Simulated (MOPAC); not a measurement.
Job for MOPAC: PM6 on Br3Cr (SMILES [Br][Cr]([Br])[Br]), 2S+1 = 4, a spin state set in the input, which need not be the lowest.

```
PM6 1SCF PRECISE CHARGE=0 UHF MS=1.5 THREADS=1
Br3Cr

Cr     0.03710379 1     0.14010096 1     0.07838490 1
Br     2.10677317 1    -0.42254345 1    -0.72321111 1
Br    -0.85048578 1    -1.06288524 1     1.81302786 1
Br    -1.35137890 1     1.41229300 1    -1.22424581 1
```

Program output:

```
*******************************************************************************
 **                                                                           **
 **                              MOPAC v23.2.5                                **
 **                                                                           **
 *******************************************************************************
 ** MOPAC's Digital Object Identifier: https://doi.org/10.5281/zenodo.6511958 **
 **                                                                           **
 ** Please cite the open-source release paper for use of this MOPAC version:  **
 ** J. E. Moussa and J. J. P. Stewart (2026)                                  **
 ** MOPAC: An open-source semiempirical molecular orbital program             **
 ** J. Open Source Softw., 11(119), 8025, https://doi.org/10.21105/joss.08025 **
 *******************************************************************************

                              PM6 CALCULATION RESULTS

 *******************************************************************************
 *  PM6        - The PM6 Hamiltonian to be used
 *  UHF        - UNRESTRICTED HARTREE-FOCK CALCULATION
 *
 *
 *
 *                 CHARGE ON SYSTEM = 0
 *
 *
 *
 *  MS=        - IN MECI, MAGNETIC COMPONENT OF SPIN =  1.5
 *  PRECISE    - TIGHTER CRITERIA TO BE USED
 *  1SCF       - DO 1 SCF AND THEN STOP
 *  THREADS=1  - MULTI-THREADING NOT USED
 *  T=         - A TIME OF 172800.0 SECONDS REQUESTED
 *  DUMP=N     - RESTART FILE WRITTEN EVERY 7200.0 SECONDS REQUESTED
 *******************************************************************************
PM6 1SCF PRECISE CHARGE=0 UHF MS=1.5 THREADS=1
 Br3Cr

   ATOM   CHEMICAL          X               Y               Z
  NUMBER   SYMBOL      (ANGSTROMS)     (ANGSTROMS)     (ANGSTROMS)

     1      Cr          0.03710379  *   0.14010096  *   0.07838490  *
     2      Br          2.10677317  *  -0.42254345  *  -0.72321111  *
     3      Br         -0.85048578  *  -1.06288524  *   1.81302786  *
     4      Br         -1.35137890  *   1.41229300  *  -1.22424581  *



          CARTESIAN COORDINATES

    NO.       ATOM           X           Y           Z

     1        Cr          0.0371      0.1401      0.0784
     2        Br          2.1068     -0.4225     -0.7232
     3        Br         -0.8505     -1.0629      1.8130
     4        Br         -1.3514      1.4123     -1.2242

 General Reference for PM6:
 "Optimization of Parameters for Semiempirical Methods V: Modification of NDDO Approximations
 and Application to 70 Elements", J. J. P. Stewart, J. Mol. Mod., 13, 1173-1213 (2007)
 URL: https://link.springer.com/article/10.1007/s00894-007-0233-4

           Empirical Formula: Cr Br3  =     4 atoms



      MOLECULAR POINT GROUP   :   C3v


          UHF CALCULATION, NO. OF ALPHA ELECTRONS =   15
                           NO. OF BETA  ELECTRONS =   12

 -------------------------------------------------------------------------------
 PM6 1SCF PRECISE CHARGE=0 UHF MS=1.5 THREADS=1
 Br3Cr



     1SCF WAS SPECIFIED, SO BFGS WAS NOT USED
     SCF FIELD WAS ACHIEVED


                              PM6 CALCULATION
                                                       MOPAC v23.2.5 Linux




          FINAL HEAT OF FORMATION =         49.77444 KCAL/MOL =     208.25627 KJ/MOL


          COSMO AREA              =        147.36 SQUARE ANGSTROMS
          COSMO VOLUME            =        141.48 CUBIC ANGSTROMS

          IONIZATION POTENTIAL    =          9.764442 EV
          ALPHA SOMO LUMO (EV)    =         -9.764 -2.551
          BETA  SOMO LUMO (EV)    =        -10.381 -1.280
          NO. OF ALPHA ELECTRONS  =         15
          NO. OF BETA  ELECTRONS  =         12
          MOLECULAR WEIGHT        =        291.7080         POINT GROUP:  C3v

          MOLECULAR DIMENSIONS (Angstroms)

            Atom       Atom       Distance
           Br     4   Br     3     3.94999
           Br     3   Br     2     3.41783
           Br     3   Cr     1     0.21671


          SCF CALCULATIONS        =          1





   ATOM   CHEMICAL          X               Y               Z
  NUMBER   SYMBOL      (ANGSTROMS)     (ANGSTROMS)     (ANGSTROMS)

     1      Cr          0.03710379  *   0.14010096  *   0.07838490  *
     2      Br          2.10677317  *  -0.42254345  *  -0.72321111  *
     3      Br         -0.85048578  *  -1.06288524  *   1.81302786  *
     4      Br         -1.35137890  *   1.41229300  *  -1.22424581  *

                             CARTESIAN COORDINATES

   1   Cr        0.037103790     0.140100960     0.078384900
   2   Br        2.106773170    -0.422543450    -0.723211110
   3   Br       -0.850485780    -1.062885240     1.813027860
   4   Br       -1.351378900     1.412293000    -1.224245810


           Empirical Formula: Cr Br3  =     4 atoms



      MOLECULAR POINT GROUP   :   C3v


          ALPHA EIGENVALUES
 -28.11705 -28.11691 -27.17572 -13.81401 -13.81300 -13.52638 -12.93159 -12.92965
 -11.39108 -10.75598 -10.70011 -10.70006 -10.19407  -9.76577  -9.76444  -2.55112
  -2.54925  -0.05009   3.98693   3.98762   4.03991 111.85405 112.31675 112.56462
 112.56946 113.21628 113.31567 113.32039 114.55185 114.55330 114.64356 114.86884
 114.86974 115.08905 115.08941 116.05324


           BETA EIGENVALUES
 -28.20799 -28.20766 -27.25450 -12.82939 -12.37212 -12.37016 -11.32423 -11.32336
 -10.94839 -10.94785 -10.77643 -10.38092  -1.28041  -1.27895  -1.08514  -1.08473
  -0.61979   1.13987   4.62791   4.62892   5.58024 111.55408 112.30983 112.33481
 112.34002 113.39632 113.44181 113.44635 114.52627 114.52800 114.79535 114.89368
 114.89417 114.91849 114.91905 115.73654


              NET ATOMIC CHARGES AND DIPOLE CONTRIBUTIONS

  ATOM NO.   TYPE          CHARGE      No. of ELECS.   s-Pop       p-Pop       d-Pop
    1         Cr           0.692266        5.3077     0.32257     0.22404     4.76112
    2         Br          -0.230541        7.2305     1.94971     5.27892     0.00191
    3         Br          -0.230969        7.2310     1.94974     5.27933     0.00190
    4         Br          -0.230757        7.2308     1.94972     5.27913     0.00190
 DIPOLE           X         Y         Z       TOTAL
 POINT-CHG.     0.232     0.548     0.407     0.721
 HYBRID        -0.023    -0.055    -0.041     0.072
 SUM            0.209     0.493     0.366     0.648


          ATOMIC ORBITAL ELECTRON POPULATIONS

     Atom    s        px        py        pz      x^2-y^2     xz        z^2       yz        xy
    1 Cr   0.32257   0.08906   0.05945   0.07553   0.99128   0.83519   1.03123   0.95428   0.94914
    2 Br   1.94971   1.62378   1.84734   1.80779   0.00049   0.00051   0.00026   0.00016   0.00048
    3 Br   1.94974   1.78095   1.79480   1.70358   0.00025   0.00043   0.00047   0.00050   0.00025
    4 Br   1.94972   1.72859   1.79140   1.75914   0.00037   0.00035   0.00035   0.00042   0.00041


                    (SZ)    =    1.500000
                    (S**2)  =    3.820616


          ATOMIC ORBITAL SPIN POPULATIONS

    Atom   Total    s     px     py     pz   x^2-y^2  xz     z^2    yz     xy
         Atomic
    1 Cr  3.0812  0.114  0.003  0.001  0.002  0.646  0.389  0.686  0.652  0.588
    2 Br -0.0270  0.003 -0.060  0.032 -0.002  0.000  0.000  0.000  0.000  0.000
    3 Br -0.0271  0.003 -0.028  0.015 -0.017  0.000  0.000  0.000  0.000  0.000
    4 Br -0.0271  0.003 -0.042  0.028 -0.017  0.000  0.000  0.000  0.000  0.000

 **********************
 *                    *
 * JOB ENDED NORMALLY *
 *                    *
 **********************




 == MOPAC DONE ==
```

The run finished.

Cost: about 0.06 core-seconds (a rough figure).
